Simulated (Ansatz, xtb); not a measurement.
CH6OSiTe: which of two conformers lies lower

Structure a is `C[Si@H](O)[TeH]`, a singlet and structure b is `C[Si@@H](O)[TeH]`, a singlet. Both are isolated molecules in the gas phase, relaxed with PBE-D3(BJ)/def2-SVP.

a (Å):

```xyz
10

C    -3.4212    1.3228    0.4818
O    -2.0278   -0.2995   -1.5833
Si   -2.1710    1.2424   -0.9220
Te    0.0660    2.0985   -0.0730
H    -3.5580    2.3702    0.8182
H    -4.3990    0.9308    0.1331
H    -3.0945    0.7166    1.3506
H    -2.5768    2.1205   -2.0671
H    -1.3968   -0.8752   -1.1159
H    -0.3579    1.6752    1.4994
```

b (Å):

```yaml
atoms:
  - { symbol: C, position_ang: [0.3786, 1.7715, -1.4160] }
  - { symbol: O, position_ang: [0.1920, 0.5828, 1.1586] }
  - { symbol: Si, position_ang: [1.0659, 0.4562, -0.2748] }
  - { symbol: Te, position_ang: [0.8082, -1.8380, -1.3409] }
  - { symbol: H, position_ang: [0.4177, 2.7608, -0.9153] }
  - { symbol: H, position_ang: [-0.6784, 1.5587, -1.6729] }
  - { symbol: H, position_ang: [0.9673, 1.8218, -2.3529] }
  - { symbol: H, position_ang: [2.5458, 0.6227, -0.0450] }
  - { symbol: H, position_ang: [0.2850, -0.1841, 1.7514] }
  - { symbol: H, position_ang: [2.3135, -2.2972, -0.7514] }
```

Energies in hartree; the thermal terms are from PBE-D3(BJ)/def2-SVP harmonic frequencies (ideal gas, rigid rotor, one conformer each, 200 K, 1 atm) and include the zero-point energy:

```
                              a           b
E, CCSD(T)/def2-SVP  −672.653857  −672.654614
    E, MP2/def2-SVP  −672.591619  −672.592375
  E, MP2/def2-TZVPP  −673.312440  −673.312887
  zero-point energy     0.064606     0.064770
       H(200 K) − E     0.069491     0.069565
       G(200 K) − E     0.044255     0.044533
```

Question: Correct the CCSD(T) difference for the basis set by the MP2 change, then work out ΔE, ΔE₀, ΔH and ΔG for a → b in kcal/mol (1 Eh = 627.51 kcal/mol) and the equilibrium ratio [b]/[a].

Answer: 1. Differences b − a: CCSD(T) −0.000757, MP2 in the small set −0.000756, MP2 in the large set −0.000447 Eh.
2. ΔE = −0.000757 + (−0.000447 − (−0.000756)) = −0.000448 Eh = −0.28 kcal/mol.
3. ΔE₀ = ΔE + ΔZPE = −0.000448 + (+0.000164) Eh = −0.18 kcal/mol.
4. ΔH = ΔE + (+0.000074) Eh = −0.23 kcal/mol.
5. ΔG = ΔE + (+0.000278) Eh = −0.11 kcal/mol, so ΔS = (ΔH − ΔG)/T = −2.7 J/(mol K).
6. kT = 0.6334 mEh, so K = [b]/[a] = exp(−ΔG/kT) = exp(+0.27) ≈ 1.3.

The two are too close for this level to say which is favoured. An error of 1 kcal/mol in ΔG would change K by a factor of 12. Mirror images and further conformers aren't counted.

Other levels gave ΔE = −0.4 (PBE-D3(BJ)/def2-SVP); −0.6 (HF/def2-SVP); −0.5 (MP2/def2-SVP); −0.5 (CCSD(T)/def2-SVP) kcal/mol. The correlated steps freeze 11 core orbitals; the filled d shell of Te is correlated, in a basis made for valence electrons. Atoms past krypton carry core potentials in the def2 sets, without spin–orbit terms. Programs: Ansatz 0.2.0.
